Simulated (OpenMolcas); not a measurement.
Pt2+ (d8) among equal point charges was computed by CASSCF with the d shell active (OpenMolcas, ANO-RCC-VDZP on the metal). Its lowest spin-free states, and all those of the highest spin:

```
2S+1  Degeneracy  E (cm-1)
   3           1       0.0
   3           3      7338
   3           3     12361
   1           2     13453
   1           3     19981
   1           1     21623
   3           3     22390
   1           3     24303
   1           2     29387
   1           3     29775
   1           1     52526
```

Task: Is the site octahedral, tetrahedral or cube-like, axial, or of lower symmetry?

Result: The states with 2S+1 = 3 have orbital degeneracies 1, 3, 3, 3. Threefold states need a cubic site. For d8 at this spin an octahedron puts the single A2 below the threefold T2 and a tetrahedron or cube puts the threefold T1 below the threefold T2, so the site is octahedral. The first gap at this spin, 7340 cm-1, is |10Dq| in ligand-field theory. The run had Pt2+ among 6 point charges of -1.36 e arranged as an octahedron (Oh), 2.12 Å from the ion.

Without dynamic correlation the repulsion within the d shell is too large (B by tens of per cent), so at a given field states of lower spin stand too high. Real 4d8 and 5d8 ions are as a rule square planar and diamagnetic. Point charges carry no covalency, so the field is a model and not that of real ligands. No measured value stands beside these numbers.
